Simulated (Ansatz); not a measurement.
Computed with Ansatz on PBE0-D4/def2-TZVP structures; ΔE is electronic, products minus reactants. CCSD(T)/CBS is the MP2 limit (def2-TZVPP, def2-QZVPP) plus CCSD(T) − MP2 in def2-TZVPP, frozen cores. This one scheme is used for every species. DFT in def2-TZVPP. B3LYP here is the variant with VWN-RPA as its local correlation; programs differ in this. For Se outer-core shells are correlated without core-valence functions, which leaves a few kJ/mol of doubt a bond. Scalar relativity is left out up to krypton. Each species was taken in one conformer, which may not be the lowest.

`N[SiH](F)BCl` + H₂Se → `N[SiH](F)[SeH]` + `BCl`  (cleavage of the Si–B bond)

**Question.** Is it downhill or uphill in electronic energy at CCSD(T)/CBS, and by how much? (Estimate.)

**Answer.** Ansatz gave: Downhill: ΔE = -87.8 kJ/mol.

**Question.** What do these levels give: PBE-D4, B3LYP-D4, ωB97X-V, ωB97M-V, B3LYP, CCSD/def2-TZVPP, CCSD(T)/def2-TZVPP, HF/def2-QZVPP, SCS-MP2/def2-QZVPP, HF/CBS(def2), MP2/CBS(def2), CCSD/CBS(def2)? (Best estimate.)

**Answer.** Ansatz gave: PBE-D4 -77.5, B3LYP-D4 -82.6, ωB97X-V -83.0, ωB97M-V -87.6, B3LYP -82.6, CCSD/def2-TZVPP -85.0, CCSD(T)/def2-TZVPP -84.5, HF/def2-QZVPP -93.5, SCS-MP2/def2-QZVPP -92.9, HF/CBS(def2) -93.5, MP2/CBS(def2) -98.1, CCSD/CBS(def2) -88.3 kJ/mol.

Largest T1 diagnostic among the species: 0.013.

From PBE to PBE0 (25 % exact exchange), in def2-TZVPP and without D4, ΔE moves by −5.8 kJ/mol.
